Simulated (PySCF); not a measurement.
Structure from 2D NMR

Compound of formula C4H7N3O2Si. Correlations simulated from computed shifts and the bond graph:

HSQC (one-bond C–H):
```tsv
δH	δC
8.39	145.4
4.15	53.8
```

HMBC (two and three bonds, from the bond graph):
```tsv
δH	δC
8.39	169.0, 150.1
4.15	169.0
```

Carbons without hydrogens: δ 169.0, 150.1.

[PySCF: shielding tensors at PBE0/pcSseg-1 (GIAO); geometry from GFN2-xTB; one computed conformer; no solvent model; non-relativistic Hamiltonian; one averaged value for each set of equivalent atoms]

Shifts are taken against calculated references (same method and geometry level): TMS for 1H, 13C.

Exchangeable hydrogens are left out of these lists.

**Question.** Assemble the structure.

**Answer.** `COC(=O)C1=NN([SiH3])N=C1`.

Numbering as in the mapped SMILES `[CH3:1][O:2][C:3](=[O:4])[c:5]1[cH:6][n:7][n:8]([SiH3:9])[n:10]1`; H(Xn) means a hydrogen on atom n.

δC 169.0 is C3, an ester carbonyl carbon. δC 150.1 is C5, a substituted aromatic carbon next to a ring nitrogen. δC 145.4 is C6, an aromatic CH next to a ring nitrogen (δH 8.39). δC 53.8 is C1, a methyl carbon bonded to O (δH 4.15). HMBC from δH 8.39 reaches the proton-free carbons C3, C5. HMBC from δH 4.15 reaches the proton-free carbon C3.

The data come from this structure; uniqueness wasn't tested.

Shifts are as computed. Against solution values, carbons near 30 ppm lie about +3 ppm off and those near 130 ppm about +5 ppm. Of 1211 compounds with measured shifts, 218 miss one by over three times the rms of a fit or turn the order of signals round; such compounds aren't used in these exercises.
